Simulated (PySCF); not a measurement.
A species of formula CH9GeNSi has this rotational fingerprint, computed with PySCF, PBE0-D3(BJ)/def2-SVP geometry optimisation, gas phase:

| Quantity | Value |
| --- | --- |
| Rotational constants | A = 5754, B = 1957, C = 1529 MHz |
| Dipole components | \|μa\| = 0.47 D, \|μb\| = 0.67 D, \|μc\| = 0.02 D |
| Inertial defect | -15.59 u·Å² |
| κ | -0.80 |

Question: Which structure is it? (One computed conformer of each.)
A. `[NH2:1][GeH2:2][CH2:3][SiH3:4]` with H–N1–Ge2–C3 71° and -161°, N1–Ge2–C3–Si4 37°
B. `[NH2:1][CH2:2][GeH2:3][SiH3:4]` with H–N1–C2–Ge3 -68° and 173°, N1–C2–Ge3–Si4 -40°
C. `C[N]([SiH3])[GeH3]`
D. `[CH3:1][GeH2:2][NH:3][SiH3:4]` with C1–Ge2–N3–Si4 164°

Answer: C. It is C[N]([SiH3])[GeH3], an asymmetric top. The candidates at the same level (rigid rotor, commonest isotopes):

| SMILES | A (MHz) | B (MHz) | C (MHz) | μa (D) | μb (D) | μc (D) | Δ (u·Å²) | point group | rotor |
| --- | --- | --- | --- | --- | --- | --- | --- | --- | --- |
| N[CH2][GeH2][SiH3] | 3882 | 2608 | 1697 | 2.13 | 0.26 | 0.21 | -26.18 | C1 | asymmetric top |
| [CH3][GeH2][NH][SiH3] | 10815 | 1518 | 1394 | 1.41 | 1.20 | 0.17 | -17.06 | C1 | near-prolate asymmetric top |
| C[N]([SiH3])[GeH3] | 5754 | 1957 | 1529 | 0.47 | 0.67 | 0.02 | -15.59 | – | asymmetric top |
| [NH2][GeH2][CH2][SiH3] | 6247 | 1901 | 1574 | 1.36 | 0.04 | 0.87 | -25.63 | C1 | asymmetric top |

`N[CH2][GeH2][SiH3]` has B 33 % too high; `[NH2][GeH2][CH2][SiH3]` has A 9 % too high; `[CH3][GeH2][NH][SiH3]` has A 88 % too high. No structure here is proved a minimum.
